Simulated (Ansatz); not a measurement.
Basis sets compared for [CrO2S2]2- (CrS2O2²⁻). Total charge -2; singlet. Geometry PBE0-D4/def2-SVPD. Ansatz on 4 threads of Intel Xeon on a shared host; times are rough, and most runs start from earlier orbitals.

```xyz
5

Cr   -0.0224    0.0701    0.0922
O     1.0828    0.7796    0.9807
O    -1.4710    0.4383    0.6215
S     0.2417   -2.0460    0.2273
S     0.1688    0.7580   -1.9218
```

A multiply charged anion in the gas phase is held together partly by the finite basis. The restricted singlet is unstable towards broken spin symmetry in Hartree–Fock (as tested in another run); at PBE-D4/def2-SVPD, PBE0-D4/def2-SVPD, PBE0-D4/def2-TZVPD this wasn't settled. At PBE-D4/def2-SVPD, PBE-D4/def2-TZVPD, PBE0-D4/def2-SVPD, PBE0-D4/def2-TZVPD the highest occupied level of the charge -2 singlet lies above zero (up to 3.77 eV). The electron is either unbound and held by the finite basis, or the level is raised by self-interaction error.

```json
{"level": "PBE-D4/def2-SVPD", "functions": "134", "energy (Eh)": "-1990.2812", "HOMO (eV)": "3.77", "LUMO (eV)": "5.43", "wall time": "2.6 s"}
{"level": "PBE0-D4/def2-SVPD", "functions": "134", "energy (Eh)": "-1990.2466", "HOMO (eV)": "2.83", "LUMO (eV)": "6.06", "wall time": "4.5 s"}
```

**Question.** Estimate the rows for PBE-D4/def2-TZVPD, PBE0-D4/def2-TZVPD.

**Answer.** 
| level | functions | energy (Eh) | HOMO (eV) | LUMO (eV) | wall time |
| --- | --- | --- | --- | --- | --- |
| PBE-D4/def2-TZVPD | 220 | -1990.8625 | 3.76 | 5.45 | 5.5 s |
| PBE0-D4/def2-TZVPD | 220 | -1990.8282 | 2.85 | 6.06 | 8.5 s |
